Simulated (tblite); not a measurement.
C₄H₂ClFO₂S₂.
Structure used (GFN2-xTB), in Å, numbered top down from 1:
```xyz
12
C4H2ClFO2S2 angstrom
O     -2.267   -0.081    2.008
S     -2.024   -0.370    0.635
O     -2.431   -1.614    0.078
Cl    -2.932    1.091   -0.450
C     -0.341   -0.061    0.256
C      0.392   -0.587   -0.760
C      1.707   -0.079   -0.780
C      1.899    0.820    0.224
F      3.023    1.474    0.478
S      0.507    1.073    1.223
H      0.001   -1.311   -1.450
H      2.465   -0.357   -1.488
```

Method: GFN2-xTB as coded in tblite; computed harmonic values from a numerical Hessian at the method's own geometry, unscaled. Errors from tens to a few hundred cm⁻¹ against measured bands are possible. One conformer, not necessarily the lowest.

Harmonic wavenumbers (cm⁻¹): 29.3, 59.4, 85.0, 167.5, 254.1, 269.1, 314.1, 320.8, 339.9, 371.5, 450.5, 488.1, 516.1, 528.4, 598.9, 709.4, 732.9, 803.9, 841.5, 977.8, 1066.7, 1144.2, 1147.5, 1165.1, 1303.1, 1334.7, 1470.9, 1560.9, 3149.1, 3158.0.

A = 1888, B = 533.4, C = 517.1 MHz; mass 199.917 u (most abundant isotopes); point group C1, symmetry number 1.

Problem. What is the zero-point energy?

Solution. Half the sum of the wavenumbers: 12679 cm⁻¹ = 151.68 kJ/mol.

Problem. What is S at 200 K and 1 bar for an ideal gas of classical rigid rotors and harmonic oscillators?

Solution. Translation 166.63, rotation 123.90, vibration 82.04: S = 372.6 J/(mol K).

Problem. And Cp and H(200 K) − H(0)?

Solution. Cp = 118.63 J/(mol K), of which vibrations give 85.37 (their classical limit is 30 R = 249.4); H(200 K) − H(0) = 15.22 kJ/mol without the zero-point energy, 8.57 from vibrations.

Problem. What must be added to the electronic energy to get the Gibbs energy at 200 K and 1 bar?

Solution. ZPE + [H(200 K) − H(0)] − T·S = 151.68 + 15.22 − 74.51 = 92.39 kJ/mol.

Problem. Which modes carry the vibrational entropy at 200 K?

Solution. 29.3 cm⁻¹: 21.27; 59.4 cm⁻¹: 15.45; 85.0 cm⁻¹: 12.53; 167.5 cm⁻¹: 7.25; 254.1 cm⁻¹: 4.37; 269.1 cm⁻¹: 4.01 J/(mol K); the other 24 give 17.15 together.

Problem. Blend soft modes into free rotors: weight 1/[1 + (100 cm⁻¹/ν̃)⁴] for the oscillator and the rest for a rotor with moment μB/(μ + B), μ = h/(8π²ν), B = 10⁻⁴⁴ kg m². What vibrational entropy results?

Solution. 72.78 J/(mol K) in place of 82.04, which changes −T·S at 200 K by +1.85 kJ/mol.

Problem. How do the functions run with temperature in this model?

Solution. 
| T (K) | S (J/(mol K)) | Cp (J/(mol K)) | H − H(0) (kJ/mol) | G − H(0) (kJ/mol) | ln q(vib) |
| --- | --- | --- | --- | --- | --- |
| 100 | 306.5 | 75.5 | 5.45 | -25.21 | 2.15 |
| 300 | 427.4 | 152.7 | 28.86 | -99.36 | 7.27 |
| 500 | 517.3 | 199.1 | 64.47 | -194.20 | 12.11 |
| 800 | 619.6 | 234.1 | 130.15 | -365.53 | 18.47 |
| 1000 | 673.3 | 246.6 | 178.31 | -494.97 | 22.15 |

q(vib) and H(0) count from the zero-point level.

Hindered rotation and anharmonicity are outside this model. Other conformers, if any are populated, would add a mixing term that is left out. The structure is chiral; the term R ln 2 for an equal mix with its mirror image is left out.
